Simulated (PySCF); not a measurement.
Species: C8H6FN.
Numbering: `[CH:1]#[C:2][c:3]1[cH:4][cH:5][c:6]([NH2:7])[c:8]([F:9])[cH:10]1` (hydrogens: H11 on C1; H12 on C4; H13 on C5; H14, H15 on N7; H16 on C10)

Cartesian coordinates in Å at the GFN2-xTB level; atoms count from 1:
```
atom  x, y, z in Å
C1     3.774   -0.605   -0.547
C2     2.599   -0.422   -0.377
C3     1.216   -0.199   -0.186
C4     0.289   -0.625   -1.138
C5    -1.059   -0.398   -0.960
C6    -1.537    0.262    0.174
N7    -2.865    0.565    0.337
C8    -0.587    0.668    1.118
F9    -1.033    1.290    2.244
C10    0.761    0.452    0.961
H11    4.800   -0.765   -0.693
H12    0.638   -1.138   -2.022
H13   -1.768   -0.730   -1.704
H14   -3.159    0.831    1.262
H15   -3.529    0.039   -0.204
H16    1.451    0.783    1.721
```

The closed-shell SCF was solved with PySCF and density fitting under several settings on one GFN2-xTB geometry (grid level 2 and gas phase unless stated).

```json
{"settings": "PBE0/pcSseg-1", "basis functions": "200", "SCF cycles": "15", "E (Eh)": "-462.4138", "HOMO (eV)": "-6.02", "LUMO (eV)": "-0.68", "dipole (D)": "2.57"}
{"settings": "PBE0/def2-SVPD", "basis functions": "251", "SCF cycles": "14", "E (Eh)": "-462.1545", "HOMO (eV)": "-6.06", "LUMO (eV)": "-0.75", "dipole (D)": "2.48"}
{"settings": "PBE0/pcSseg-0, IEF-PCM chloroform, level shift 0.2 Eh, fitting basis def2-universal-jkfit", "basis functions": "102", "SCF cycles": "12", "E (Eh)": "-461.4466", "HOMO (eV)": "-6.03", "LUMO (eV)": "-0.67", "dipole (D)": "3.18"}
{"settings": "B97-2/def2-SVP, IEF-PCM benzene, energy threshold 1e-06 Eh", "basis functions": "170", "SCF cycles": "8", "E (Eh)": "-462.5007", "HOMO (eV)": "-5.66", "LUMO (eV)": "-0.60", "dipole (D)": "3.10"}
{"settings": "PBE0/6-31++G**, start guess vsap", "basis functions": "216", "SCF cycles": "16", "E (Eh)": "-462.4879", "HOMO (eV)": "-6.01", "LUMO (eV)": "-0.73", "dipole (D)": "2.50"}
{"settings": "PBE/pcSseg-1, grid level 1, damping 0.3 at the start, DIIS from the seventh cycle", "basis functions": "200", "SCF cycles": "23", "E (Eh)": "-462.3995", "HOMO (eV)": "-5.02", "LUMO (eV)": "-1.45", "dipole (D)": "2.75"}
```

Q: Estimate the row for these settings: PBE0/MINI.

A: 
| settings | basis functions | SCF cycles | E (Eh) | HOMO (eV) | LUMO (eV) | dipole (D) |
| --- | --- | --- | --- | --- | --- | --- |
| PBE0/MINI | 56 | 14 | -458.9295 | -7.83 | -2.52 | 3.37 |

Q: Over all rows, what range does the HOMO–LUMO gap span?

A: From 3.57 eV (PBE/pcSseg-1, grid level 1, damping 0.3 at the start, DIIS from the seventh cycle) to 5.36 eV (PBE0/pcSseg-0, IEF-PCM chloroform, level shift 0.2 Eh, fitting basis def2-universal-jkfit). The functional of the narrowest has no exact exchange, that of the widest 25 % exact exchange.

Q: And the dipole moment?

A: From 2.48 D (PBE0/def2-SVPD) to 3.37 D (PBE0/MINI); the largest is 1.36 times the smallest, and the median is 2.75 D.

Q: Compare two rows with the functional PBE0: PBE0/MINI and PBE0/def2-SVPD. Which energy is lower, and by how much?

A: PBE0/def2-SVPD (251 functions) lies 3.2250 Eh or 2024 kcal/mol below PBE0/MINI (56 functions).

Cycle counts include a coarse-grid stage where the run had one. All basis functions are spherical, in the Pople sets too. The species at its GFN2-xTB geometry.
